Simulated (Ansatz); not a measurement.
An input meant for HgS₂⁻ (charge -1, doublet; atoms displaced at random, 0.08 Å in each coordinate).

```yaml
crystal:
  periodic: [false, false, false]
  atoms:
    - {symbol: Hg, position_ang: [-0.097784, -0.095831, -0.027528]}
    - {symbol: S, position_ang: [-1.894129, 1.132368, -0.276070]}
    - {symbol: S, position_ang: [1.920731, -1.293231, 0.407835]}
basis:
  gaussian: {orbitals: def2-mTZVP}
total_charge: -1
magnetization: {spin_polarized: true, initial_magnetization: 1}
hamiltonian: {xc: {name: wB97}, pseudopotentials: {relativity: none}}
smearing: {width: 0.1}
output: {forces: true}
```

```sh
$ ansatz run in.yaml --threads 4 --pin off --events-out ev --progress --plain --max-ram 3916MiB
```

It prints (some lines left out):

```
Error: YAML parse error: error: line 12 column 1: unknown field `smearing`, expected one of crystal, accuracy, basis, kpoints, hamiltonian, magnetization, projection, total_charge, correlation, batch, efield, external_charges, scf, relax, neb, saddle, md, ramp, phonons, dielectric, real_time, elastic, magnetic_configurations, gw, evaluate, workflow, output, checkpoint, execution
10 | magnetization: {spin_polarized: true, initial_magnetization: 1}
11 | hamiltonian: {xc: {name: wB97}, pseudopotentials: {relativity: no…
12 | smearing: {width: 0.1}
13 | output: {forces: true}
```

In this input the input holds a key that doesn't belong there. The input was rejected before any iteration.
